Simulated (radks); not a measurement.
Problem. Calculated with a radial shooting solver on a logarithmic mesh with Libxc functionals: scalar-relativistic Kohn-Sham, BLYP, spin-polarised, spherical densities, finite nucleus; open shells are filled with parallel spins first (spin-orbit coupling, left out, can overturn this in heavy ions); Fermi nuclear charge, rms radius of each element as measured or else 0.836 A^(1/3) + 0.57 fm. Each species is in its NIST ground configuration. Rank Lu2+, W2+, Ta2+, Os2+, Hg2+, Pt2+, Au2+, Re2+, Hf2+, Ir2+ by mean radius of the outermost orbital (bohr), largest first.

Solution. Lu2+ 3.04, Hf2+ 2.11, Ta2+ 1.98, W2+ 1.87, Re2+ 1.77, Os2+ 1.73, Ir2+ 1.64, Pt2+ 1.57, Au2+ 1.50, Hg2+ 1.45.
